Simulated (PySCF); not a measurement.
Computed IR spectrum (relative IR intensity) of a molecule C3H8BFO. Geometry: r2SCAN-D4/def2-SVP. One conformer was computed; it need not be the lowest. All values below come from r2SCAN-D4/def2-SVP (PySCF). No scaling factor is applied to the harmonic values.

ν (cm⁻¹): 93 (vw), 191 (vw), 227 (vw), 264 (vs), 362 (w), 509 (vw), 823 (m), 966 (w), 992 (w), 1032 (m), 1075 (m), 1138 (m), 1168 (w), 1252 (s), 1348 (s), 1358 (vs), 1384 (w), 1403 (m), 1475 (w), 1478 (w), 2936 (m), 2987 (m), 3036 (m), 3044 (w), 3128 (w), 3132 (w), 3832 (m) (against the strongest line: vs over 80 %, s over 45 %, m over 15 %, w over 4 %, vw less)

Task: Identify the compound among the candidates.
A) CCOB(C)F
B) CCB(F)OC
C) CCB(F)CO
D) CC(C)B(O)F

Result: C, CCB(F)CO
